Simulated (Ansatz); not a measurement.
`FB(Cl)Br` + `N=C=O` → `O=C=NB(F)Cl` + HBr at 298.15 K and 1 bar (ligand exchange at a B–Br bond).

Isolated molecules relaxed with PBE0-D4/def2-TZVP in Ansatz; ΔE leaves out vibrations. CBS: MP2 limit from def2 TZ/QZ plus the TZ coupled-cluster correction, frozen cores. This one scheme is used for every species. For Br outer-core shells are correlated without core-valence functions, which leaves a few kJ/mol of doubt a bond. Scalar relativity is left out up to krypton. One conformer a species, not always the lowest.

```tsv
species	CCSD(T)/CBS energy (Eh)	H − E (kJ/mol)	S (J/(mol·K))
`FB(Cl)Br`	-3157.81685	36.6	304.7
`N=C=O`	-168.51995	67.5	238.3
`O=C=NB(F)Cl`	-752.42964	76.1	332.3
HBr	-2573.91920	24.6	198.6
```

H − E and S are ideal-gas, rigid-rotor, harmonic terms from PBE0-D4/def2-TZVP, for one conformer and one mirror image of each species. 1 Eh = 2625.50 kJ/mol, R = 8.31446 J/(mol·K).

Problem. By hand: ΔE, ΔH, ΔS and ΔG.

Solution. ΔE = (-752.42964) + (-2573.91920) − (-3157.81685) − (-168.51995) = -0.01204 Eh = -31.6 kJ/mol. Δ(H − E) = 76.1 + 24.6 − 36.6 − 67.5 = -3.4, so ΔH = -35.0 kJ/mol. ΔS = 332.3 + 198.6 − 304.7 − 238.3 = -12.1 J/(mol·K). ΔG = -35.0 − 298.15 × (-12.1)/1000 = -31.4 kJ/mol.

Problem. By hand: the equilibrium constant, and the temperature at which ΔG would vanish if ΔH and ΔS stayed fixed.

Solution. log₁₀ K = −ΔG/(RT ln 10) = 5.5. ΔG = 0 at ΔH/ΔS = 2893 K, far beyond where these terms or the molecules hold.

The number of gas molecules stays the same, so ΔS is small and ΔH decides. A doubt of 5 kJ/mol in ΔE shifts log₁₀ K by 0.9 here. Other conformers and mirror images would add mixing entropy, several J/(mol·K) or more a flexible species. These are equilibria of isolated gas molecules and say nothing of rates. Largest T1 diagnostic: 0.018 (customary marks: 0.02 for closed shells, 0.045 for open ones).
